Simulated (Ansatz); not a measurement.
Si(OAc)2H2 (C4H8O4Si). The state is a triplet with charge 0. Geometry r2SCAN-D4/def2-SVP, that of the neutral singlet; atoms count from 1.

```
atom   x (Å)   y (Å)   z (Å)
 Si1  -0.807  -0.308   0.047
  O2   0.051   0.453  -1.232
  C3  -0.674   0.581  -2.358
  C4   0.074   1.242  -3.474
  O5  -1.819   0.181  -2.408
  H6  -0.567   1.327  -4.359
  H7   0.975   0.656  -3.710
  H8   0.416   2.236  -3.151
  O9   0.461  -0.249   1.205
 C10   0.126  -0.788   2.391
 C11   1.232  -0.742   3.398
 O12  -0.981  -1.254   2.570
 H13   0.897  -1.178   4.346
 H14   1.553   0.300   3.547
 H15   2.103  -1.292   3.012
 H16  -1.109  -1.708  -0.306
 H17  -1.931   0.544   0.482
```

At PBE0-D4/def2-TZVP a singlet of charge 0 lies 5.22 eV below the triplet at the same geometry.

(1) Estimate the Mulliken populations from the PBE0/def2-TZVP orbitals of Ansatz.

(2) Where does the spin sit?

(3) And the Mayer bond orders between heavy atoms (over 0.3)?

Results:

(1) 
| atom | charge (e) | spin (α − β) |
| --- | --- | --- |
| Si1 | 0.46 | 0.02 |
| O2 | -0.32 | 0.00 |
| C3 | 0.34 | 0.00 |
| C4 | -0.36 | 0.00 |
| O5 | -0.35 | 0.00 |
| H6 | 0.15 | 0.00 |
| H7 | 0.15 | 0.00 |
| H8 | 0.15 | 0.00 |
| O9 | -0.31 | 0.15 |
| C10 | 0.18 | 0.71 |
| C11 | -0.34 | 0.01 |
| O12 | -0.12 | 0.97 |
| H13 | 0.13 | 0.00 |
| H14 | 0.13 | 0.06 |
| H15 | 0.13 | 0.06 |
| H16 | -0.01 | 0.01 |
| H17 | -0.01 | 0.01 |
Mulliken values depend strongly on the basis.

(2) Summed by element: Si 0.02, O 1.13, C 0.73, H 0.13, of 2 unpaired in all. Largest on single atoms: O12 0.97, C10 0.71, O9 0.15.

(3) Si1–O2 0.98 (1.72 Å); Si1–O9 1.07 (1.72 Å); O2–C3 1.17 (1.35 Å); C3–C4 1.01 (1.50 Å); C3–O5 1.93 (1.21 Å); O9–C10 1.03 (1.35 Å); C10–C11 1.03 (1.50 Å); C10–O12 1.25 (1.21 Å).
